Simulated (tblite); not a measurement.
C₅H₄F₄O₂.
Structure used (GFN2-xTB), in Å, numbered top down from 1:
```xyz
15
C5H4F4O2 angstrom
O      1.8291   -0.3850    1.4207
C      1.1589   -0.4462    0.4355
C     -0.3454   -0.5967    0.4316
O     -0.9353   -0.8580   -0.8316
C     -1.6389    0.3912   -0.8552
C     -1.1229    0.7399    0.5426
F     -0.3531    1.8579    0.6143
C      1.8083   -0.3761   -0.9798
F      1.2551    0.5708   -1.7443
F      3.1086   -0.1041   -0.8905
F      1.6848   -1.5411   -1.6238
H     -0.6160   -1.3431    1.1886
H     -1.2670    1.0530   -1.6405
H     -2.7165    0.2501   -0.9468
H     -1.8542    0.7954    1.3516
```

Method: GFN2-xTB as coded in tblite; computed harmonic values from a numerical Hessian at the method's own geometry, unscaled. Against measured fundamentals such values can be off by several per cent, at times by over 20. One conformer, not necessarily the lowest.

Harmonic wavenumbers (cm⁻¹): 37.0, 54.6, 120.3, 121.4, 152.2, 202.6, 250.0, 358.5, 384.0, 402.6, 446.9, 461.0, 545.7, 589.9, 678.7, 734.8, 783.9, 907.8, 928.9, 1015.8, 1053.7, 1063.2, 1076.3, 1096.8, 1105.9, 1117.3, 1128.5, 1163.5, 1166.0, 1181.7, 1244.5, 1246.8, 1297.1, 1448.4, 1809.7, 2908.5, 2966.5, 2978.7, 2985.1.

A = 1750, B = 942.9, C = 838.3 MHz; mass 172.015 u (most abundant isotopes); point group C1, symmetry number 1.

Q: Zero-point energy?

A: Half the sum of the wavenumbers: 19607 cm⁻¹ = 234.56 kJ/mol.

Q: Give the ideal-gas entropy at 400 K and 1 bar in the rigid-rotor, harmonic-oscillator model (classical rotation).

A: Translation 179.16, rotation 128.48, vibration 168.46: S = 476.1 J/(mol K).

Q: And Cp and H(400 K) − H(0)?

A: Cp = 193.97 J/(mol K), of which vibrations give 160.72 (their classical limit is 39 R = 324.3); H(400 K) − H(0) = 47.16 kJ/mol without the zero-point energy, 33.85 from vibrations.

Q: Which modes carry the vibrational entropy at 400 K?

A: 37.0 cm⁻¹: 25.09; 54.6 cm⁻¹: 21.86; 120.3 cm⁻¹: 15.34; 121.4 cm⁻¹: 15.27; 152.2 cm⁻¹: 13.43; 202.6 cm⁻¹: 11.13 J/(mol K); the other 33 give 66.35 together.

Q: How do the functions run with temperature in this model?

A: 
```json
{"T (K)": "150", "S (J/(mol K))": "338.5", "Cp (J/(mol K))": "99.9", "H − H(0) (kJ/mol)": "10.15", "G − H(0) (kJ/mol)": "-40.62", "ln q(vib)": "3.49"}
{"T (K)": "250", "S (J/(mol K))": "398.5", "Cp (J/(mol K))": "138.7", "H − H(0) (kJ/mol)": "22.08", "G − H(0) (kJ/mol)": "-77.56", "ln q(vib)": "6.19"}
{"T (K)": "298.15", "S (J/(mol K))": "424.6", "Cp (J/(mol K))": "157.5", "H − H(0) (kJ/mol)": "29.21", "G − H(0) (kJ/mol)": "-97.38", "ln q(vib)": "7.46"}
{"T (K)": "600", "S (J/(mol K))": "565.4", "Cp (J/(mol K))": "245.7", "H − H(0) (kJ/mol)": "91.55", "G − H(0) (kJ/mol)": "-247.69", "ln q(vib)": "15.03"}
{"T (K)": "900", "S (J/(mol K))": "674.0", "Cp (J/(mol K))": "288.3", "H − H(0) (kJ/mol)": "172.37", "G − H(0) (kJ/mol)": "-434.27", "ln q(vib)": "21.79"}
```

q(vib) and H(0) count from the zero-point level.

Hindered rotation and anharmonicity are outside this model. Other conformers, if any are populated, would add a mixing term that is left out. The structure is chiral; the term R ln 2 for an equal mix with its mirror image is left out.
